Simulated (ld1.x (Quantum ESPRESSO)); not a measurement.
# Hf (Z = 72): one change to a TM potential, before and after

| Quantity | Value |
| --- | --- |
| Element | hafnium (Hf) |
| Generator | ld1.x (Quantum ESPRESSO) 7.5 |
| Type | norm-conserving Troullier–Martins (Kleinman–Bylander form) |
| Functional | PBEsol |
| Relativity | fully relativistic |
| Frozen core | [Kr] 4d10 4f14 |
| Valence charge | 12 |
| Reference configuration | 5s2 5p6 5d3 6s1 6p0 |
| Partial waves | 5s (bound): rc 1.25 bohr; 5p (bound): rc 1.80 bohr; 5d (bound): rc 3.00 bohr |
| Local potential | all-electron potential smoothed inside 1.60 bohr (lloc = -1) |
| Core correction | none |

Open shells are filled in proportion to 2j + 1 (rel_dist='average').

Occupied shells without a wave of their own: 6s. They enter only through the test configuration that unscreens the potential.

Change: reference 5s2 5p6 5d1 6s0 6p0.

Cutoffs: the cutoffs (Ry, on a coarse ladder) from which the occupation-weighted sum of valence levels, in a spherical-Bessel basis at the reference potential, stays within 10 and 1 mRy of its value at 400 Ry; they do not see the model core or the augmentation charge, which bear on the density cutoff. Errors are all-electron minus pseudo energies relative to the spin-unpolarised reference configuration.

Problem. What does the change do?

Solution. The range in which the p3/2 phases agree narrows (upper end 3.7 → -1.5); the range in which the d3/2 phases agree narrows (upper end 1.5 → -0.3); neither file shows a bound ghost.

```csv
quantity,base,changed
bound ghosts,none,none
"largest error over its own tests, meV",-343,-198
s: phases at 3.25 bohr within 0.05 rad from the reference energy up to (Ry; the scan ends near 5),n/a,1.2
p1/2: phases at 3.25 bohr within 0.05 rad from the reference energy up to (Ry; the scan ends near 5),3.6,n/a
p3/2: phases at 3.25 bohr within 0.05 rad from the reference energy up to (Ry; the scan ends near 5),3.7,-1.5
d3/2: phases at 3.25 bohr within 0.05 rad from the reference energy up to (Ry; the scan ends near 5),1.5,-0.3
d5/2: phases at 3.25 bohr within 0.05 rad from the reference energy up to (Ry; the scan ends near 5),1.6,-0.2
```

Base: The 6s level has no wave, so the channel is fitted at the deeper level alone: the likely source of the large errors.
